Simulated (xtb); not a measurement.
xtb input (GFN2-xTB):

```bash
xtb mol.xyz --gfn 2 --ohess tight --chrg -1 --uhf 0
```
mol.xyz:
```
17

C     -0.74466231     1.34960989    -1.12573453
Si     1.04432173     1.52171705    -0.48233117
C      1.73918395    -0.23752728    -0.26990877
Si     0.70829271    -1.33728416     0.87206144
C     -1.04272703    -1.39491795     0.22448022
Si    -1.90335645     0.32192143     0.01315822
H     -1.22911014     2.40061994    -1.25808707
H      1.82552674     2.31949463    -1.47197564
H      1.08127381     2.25266813     0.81452388
H      1.82869429    -0.67289259    -1.24215882
H      2.73952867    -0.18864562     0.09545629
H      1.25639182    -2.72424948     0.89026119
H      0.69312561    -0.79649186     2.20872726
H     -1.72409283    -2.02348872     0.83752363
H     -1.05315134    -1.89778995    -0.79662214
H     -2.02139832     0.98862680     1.33742320
H     -3.25129612     0.22269667    -0.60378128
```

End of the output:

```
       2    110.09    -0.97415 ( 95.92%)    -0.82259 (  4.08%)    -0.96796
       3    153.43    -0.78389 ( 98.88%)    -0.72429 (  1.12%)    -0.78323
       4    209.26    -0.61125 ( 99.68%)    -0.63239 (  0.32%)    -0.61132
       5    213.98    -0.59911 ( 99.70%)    -0.62578 (  0.30%)    -0.59919
   ------------------------------------------------------------------------

   temp. (K)  partition function   enthalpy   heat capacity  entropy
                                   cal/mol     cal/K/mol   cal/K/mol   J/K/mol
 298.15  VIB   102.                 4023.700     30.685     22.625
         ROT  0.421E+06              888.752      2.981     28.714
         INT  0.429E+08             4912.452     33.666     51.339
         TR   0.146E+28             1481.254      4.968     40.513
         TOT                        6393.7062    38.6340    91.8521   384.3090

       T/K    H(0)-H(T)+PV         H(T)/Eh          T*S/Eh         G(T)/Eh
   ------------------------------------------------------------------------
    298.15    0.101890E-01    0.124669E+00    0.436419E-01    0.810268E-01
   ------------------------------------------------------------------------

         :::::::::::::::::::::::::::::::::::::::::::::::::::::
         ::                  THERMODYNAMIC                  ::
         :::::::::::::::::::::::::::::::::::::::::::::::::::::
         :: total free energy         -17.270726310826 Eh   ::
         ::.................................................::
         :: total energy              -17.351753070415 Eh   ::
         :: zero point energy           0.114479615141 Eh   ::
         :: G(RRHO) w/o ZPVE           -0.033452855552 Eh   ::
         :: G(RRHO) contrib.            0.081026759589 Eh   ::
         :::::::::::::::::::::::::::::::::::::::::::::::::::::

optimized geometry written to: xtbopt.xyz

           -------------------------------------------------
          | TOTAL ENERGY              -17.351753070415 Eh   |
          | TOTAL ENTHALPY            -17.227084435844 Eh   |
          | TOTAL FREE ENERGY         -17.270726310826 Eh   |
          | GRADIENT NORM               0.000353146722 Eh/α |
          | HOMO-LUMO GAP               3.317530056836 eV   |
           -------------------------------------------------

------------------------------------------------------------------------
------------------------------------------------------------------------
 total:
 SCF:
 ANC optimizer:
 analytical hessian:
```

It need not be the lowest isomer of its formula. Whether it binds its extra electron was not tested at this geometry.
